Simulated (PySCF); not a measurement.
Si(Cl)(OH) (ClHOSi), SMILES O[Si]Cl (connectivity only; charge and spin as stated), neutral, multiplicity 1. The structure is a stationary point at B3LYP-D3(BJ)/def2-TZVP. The values are those of a single conformer.

TDA-CAM-B3LYP/def2-SVPD run with PySCF puts the lowest singlet excitations at 4.64, 6.04, 6.30, 6.71, 7.33, 7.75 eV.

Task: What are the lowest excitation roots from ADC(2)/aug-cc-pVDZ in PySCF 2.14.0? (Estimate from the structure and the level; the computed values follow.)

Result: 4.45, 6.10, 6.30, 6.51, 6.90, 7.15 eV. S1 differs by -0.19 eV (second minus first; roots are paired by order, and the bases may differ).
